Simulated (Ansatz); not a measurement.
Ansatz (an electronic-structure program) input for Si(SH)2 (H₂S₂Si), SMILES S[Si]S (connectivity only; charge and spin as stated), neutral, multiplicity 1, PBE0-D3(BJ)/def2-TZVP. 

Ansatz 0.2 input:
```yaml
crystal:
  periodic: [false, false, false]
  atoms:
    - {symbol: Si, position_ang: [1.00746668, -0.00581239, 0.00000000]}
    - {symbol: S, position_ang: [-0.34727538, -1.70060765, -0.00000000]}
    - {symbol: H, position_ang: [-1.49791613, -1.04223010, 0.00000000]}
    - {symbol: S, position_ang: [-0.46718914, 1.60907889, 0.00000000]}
    - {symbol: H, position_ang: [0.42481483, 2.58806382, -0.00000001]}
basis:
  gaussian:
    orbitals: def2-TZVP
hamiltonian:
  xc: pbe0
  dispersion: d3bj
relax: {f_tol: 0.002, max_steps: 200}
```

It prints:

```
WARN ansatz: RAYON_NUM_THREADS=1 ignored (pool sized by the plan → 1); use --threads N
Functional definition: PBE0
integrals: 0.05 GiB planned
898 factors; their error is unknown
mean field: 0.43 GiB planned
mean field evaluation 1: about -29570.7551 eV, gradient 1.8e1 eV
mean field evaluation 2: about -29570.5118 eV, gradient 2.2e1 eV
mean field evaluation 4: about -29571.7389 eV, gradient 1.0e0 eV
mean field evaluation 8: about -29571.8239 eV, gradient 1.4e-1 eV
mean field evaluation 16: about -29571.8240 eV, gradient 3.6e-5 eV
mean field -29571.82397395 eV, -1086.7444865406 hartree, gradient 3.6e-5 eV, S^2 0.000000; 0 other end points of the search recorded, 0 dependent functions left out
the calculation of the forces begins
reference -29571.82399717 eV, -1086.7444873939 hartree; 24, 24 occupied and 99, 99 virtual orbitals, 898 factors
relax step   1: F+E_penalty+E_count = -29571.96185925 eV  Δ(F+E_penalty+E_count) = +0.000e0 eV  max|allowed force component| = 8.853e-1 eV/Å  Δτ_max = 0.0000 Å  (27 SCF iters, accepted)
these checks for a lower state are left out or cut short: starts, cluster_reference, orbital_swaps, neighbouring_geometries, increment
integrals: 0.05 GiB planned
898 factors; their error is unknown
mean field: 0.43 GiB planned
mean field -29571.83869241 eV, -1086.7450274341 hartree, gradient 9.8e-6 eV, S^2 0.000000; 0 other end points of the search recorded, 0 dependent functions left out
the calculation of the forces begins
reference -29571.83871558 eV, -1086.7450282853 hartree; 24, 24 occupied and 99, 99 virtual orbitals, 898 factors
relax step   2: F+E_penalty+E_count = -29571.97780861 eV  Δ(F+E_penalty+E_count) = -1.595e-2 eV  max|allowed force component| = 5.157e-1 eV/Å  Δτ_max = 0.0679 Å  (29 SCF iters, accepted)
these checks for a lower state are left out or cut short: starts, cluster_reference, orbital_swaps, neighbouring_geometries, increment
integrals: 0.05 GiB planned
898 factors; their error is unknown
mean field: 0.43 GiB planned
mean field evaluation 32: about -29571.8549 eV, gradient 2.2e-5 eV
mean field -29571.85494520 eV, -1086.7456247128 hartree, gradient 2.2e-5 eV, S^2 0.000000; 0 other end points of the search recorded, 0 dependent functions left out
the calculation of the forces begins
reference -29571.85496835 eV, -1086.7456255637 hartree; 24, 24 occupied and 99, 99 virtual orbitals, 898 factors
relax step   3: F+E_penalty+E_count = -29571.99392045 eV  Δ(F+E_penalty+E_count) = -1.611e-2 eV  max|allowed force component| = 1.375e-1 eV/Å  Δτ_max = 0.0415 Å  (29 SCF iters, accepted)
these checks for a lower state are left out or cut short: starts, cluster_reference, orbital_swaps, neighbouring_geometries, increment
integrals: 0.05 GiB planned
898 factors; their error is unknown
mean field: 0.43 GiB planned
mean field -29571.85586373 eV, -1086.7456584683 hartree, gradient 2.0e-5 eV, S^2 0.000000; 0 other end points of the search recorded, 0 dependent functions left out
the calculation of the forces begins
reference -29571.85588689 eV, -1086.7456593193 hartree; 24, 24 occupied and 99, 99 virtual orbitals, 898 factors
relax step   4: F+E_penalty+E_count = -29571.99480530 eV  Δ(F+E_penalty+E_count) = -8.848e-4 eV  max|allowed force component| = 6.566e-2 eV/Å  Δτ_max = 0.0100 Å  (30 SCF iters, accepted)
these checks for a lower state are left out or cut short: starts, cluster_reference, orbital_swaps, neighbouring_geometries, increment
integrals: 0.05 GiB planned
898 factors; their error is unknown
mean field: 0.43 GiB planned
mean field -29571.85635408 eV, -1086.7456764883 hartree, gradient 2.1e-5 eV, S^2 0.000000; 0 other end points of the search recorded, 0 dependent functions left out
the calculation of the forces begins
reference -29571.85637727 eV, -1086.7456773404 hartree; 24, 24 occupied and 99, 99 virtual orbitals, 898 factors
relax step   5: F+E_penalty+E_count = -29571.99517230 eV  Δ(F+E_penalty+E_count) = -3.670e-4 eV  max|allowed force component| = 6.679e-3 eV/Å  Δτ_max = 0.0132 Å  (28 SCF iters, accepted)
these checks for a lower state are left out or cut short: starts, cluster_reference, orbital_swaps, neighbouring_geometries, increment
integrals: 0.05 GiB planned
898 factors; their error is unknown
mean field: 0.43 GiB planned
mean field -29571.85638812 eV, -1086.7456777393 hartree, gradient 6.7e-5 eV, S^2 0.000000; 0 other end points of the search recorded, 0 dependent functions left out
the calculation of the forces begins
reference -29571.85641131 eV, -1086.7456785914 hartree; 24, 24 occupied and 99, 99 virtual orbitals, 898 factors
relax step   6: F+E_penalty+E_count = -29571.99518371 eV  Δ(F+E_penalty+E_count) = -1.140e-5 eV  max|allowed force component| = 1.934e-3 eV/Å  Δτ_max = 0.0019 Å  (20 SCF iters, accepted)
integrals: 0.05 GiB planned
898 factors; their error is unknown
mean field: 0.43 GiB planned
mean field evaluation 64: about -29571.8564 eV, gradient 1.4e-1 eV
mean field -29571.85638812 eV, -1086.7456777393 hartree, gradient 6.7e-5 eV, S^2 0.000000; 1 other end points of the search recorded, 0 dependent functions left out
the calculation of the forces begins
reference -29571.85641131 eV, -1086.7456785914 hartree; 24, 24 occupied and 99, 99 virtual orbitals, 898 factors
Total energy: -29571.99520689 eV, -1086.7507792351 hartree
Atom 0 at     1.005259     0.015743    -0.000000 Å, force    -0.001153    -0.001934     0.000000 eV/Å
Atom 1 at    -0.329309    -1.663904     0.000000 Å, force     0.000854     0.001604    -0.000000 eV/Å
Atom 2 at    -1.525778    -1.046748     0.000000 Å, force     0.000561     0.000089     0.000000 eV/Å
Atom 3 at    -0.463986     1.571300    -0.000000 Å, force     0.000967     0.001297    -0.000000 eV/Å
Atom 4 at     0.433714     2.572101    -0.000000 Å, force    -0.001229    -0.001056     0.000000 eV/Å
Dipole moment:    -0.005130     0.223916    -0.000000 e Å
```

Self-consistency was reached.
